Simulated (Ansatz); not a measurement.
Calculated with Ansatz (gas phase, PBE0-D4/def2-TZVP geometries, no zero-point term in ΔE). CCSD(T)/CBS adds triple-zeta CCSD(T) − MP2 to the extrapolated MP2 energy (def2 sets, frozen cores). Functionals use def2-TZVPP. One conformer a species, not always the lowest.

`CC(C)[SiH2]O` → `O[SiH3]` + `C=CC`  (β-hydride elimination)

```
             level  ΔE (kJ/mol)
            PBE-D4        134.9
           r2SCANh        134.9
RPA@PBE/def2-TZVPP        120.5
SCS-MP2/def2-QZVPP        125.1
```

What does CCSD(T)/CBS give? (An estimate is asked.)

Computed: +129.3 kJ/mol. The listed levels differ from it by 5.6, 5.6, -8.8, -4.2 kJ/mol.

Largest T1 diagnostic among the species: 0.011.

In def2-TZVPP, CCSD(T) changes the Hartree–Fock value by +36.5 kJ/mol (the triples alone add +2.2 kJ/mol) and MP2 by +47.9 kJ/mol. Leaving LDA and LC-ωPBE aside and taking each functional with its dispersion term where it has one, the values, not all of them listed here, spread over 34.0 kJ/mol, from BLYP-D4 to PBE-QIDH. LDA lies +44.5 kJ/mol from PBE without D4. From PBE to PBE0 (25 % exact exchange), in def2-TZVPP and without D4, ΔE moves by +11.0 kJ/mol.

CCSD(T)/CBS has its own doubt, a few kJ/mol and more with outer-core shells, so smaller differences from it don't rank the levels.
